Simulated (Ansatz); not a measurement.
Cost and result for the atomization energy of ClFH₆N₂Si₂, SMILES `N[Si@H](Cl)[Si@@H](N)F` (12 atoms, 11 bonds).

Cartesian coordinates in Å:
```
N -1.274 1.347 0.755
Si -0.172 1.223 -0.533
F 0.867 2.444 -0.658
Si 1.045 -0.728 -0.105
N 0.077 -2.079 -0.482
Cl 1.548 -0.565 1.920
H -0.971 1.179 1.702
H -2.083 1.945 0.718
H -0.955 1.234 -1.792
H 2.338 -0.895 -0.808
H -0.891 -2.101 -0.204
H 0.472 -3.006 -0.514
```

Charge 0, multiplicity 1. Geometry: relaxed with PBE0-D4/def2-TZVP. It is one conformer, not always the lowest. Program: Ansatz. All runs use 2 threads of an AMD EPYC 7R13 on a shared host and a share of an NVIDIA H100 80 GB. Times are those of one run each, without the atoms' runs, and a repeat can differ threefold. Electronic energies, without spin–orbit coupling; frozen cores. CCSD(T)/CBS adds CCSD(T) − MP2 in def2-TZVPP to the MP2 limit, and its time is that of the two runs behind it. T1 = 0.011. B3LYP takes the VWN-RPA correlation (the form of Gaussian; ORCA's B3LYP/G).

CCSD(T)/CBS is a level of theory with its own doubt, some kJ/mol a heavy atom from the limit and from the frozen cores, so smaller differences don't rank the functionals.

```
                             level  functions  wall time
                PBE0-D4/def2-TZVPP        303      1.9 s
r2SCAN-D4/def2-TZVPP (with forces)        303        3 s
                 B2PLYP/def2-TZVPP        303      3.1 s
                ωB97X-V/def2-TZVPP        303      3.1 s
   PBE-D4/def2-TZVPP (with forces)        303      3.3 s
 B3LYP-D4/def2-TZVPP (with forces)        303      3.9 s
  ωB97M-V/def2-TZVPP (with forces)        303      4.3 s
                CCSD(T)/def2-TZVPP        303      4.7 s
                    MP2/def2-QZVPP        561      6.5 s
                 CCSD(T)/CBS(def2)          –       11 s
```

What atomization energy does each give, and how far from CCSD(T)/CBS? (Best estimate.)

The calculation gave: 
```tsv
level	atomization (kJ/mol)	difference from CCSD(T)/CBS	per bond
PBE0-D4/def2-TZVPP	4172.9	-40.9	-3.7
r2SCAN-D4/def2-TZVPP (with forces)	4188.8	-25.0	-2.3
B2PLYP/def2-TZVPP	4144.3	-69.5	-6.3
ωB97X-V/def2-TZVPP	4235.1	21.3	1.9
PBE-D4/def2-TZVPP (with forces)	4250.4	36.6	3.3
B3LYP-D4/def2-TZVPP (with forces)	4200.2	-13.6	-1.2
ωB97M-V/def2-TZVPP (with forces)	4222.2	8.4	0.8
CCSD(T)/def2-TZVPP	4062.4	-151.4	-13.8
MP2/def2-QZVPP	4228.1	14.3	1.3
CCSD(T)/CBS(def2)	4213.8	0.0	0.0
```

In def2-TZVPP, CCSD(T) changes the Hartree–Fock value by +1095.9 kJ/mol (the triples alone add +63.5 kJ/mol) and MP2 by +1170.3 kJ/mol; breaking electron pairs costs correlation energy, which Hartree–Fock lacks. From PBE to PBE0 (25 % exact exchange), in def2-TZVPP and without D4, the atomization energy moves by −73.0 kJ/mol: exact exchange takes away binding that semilocal exchange gives to molecules. The D4 term adds +52.5 kJ/mol with B3LYP and +28.0 kJ/mol with PBE0; it sums over pairs of atoms, weighted by their polarisabilities, and B3LYP, whose exchange is more repulsive, gets the larger term.
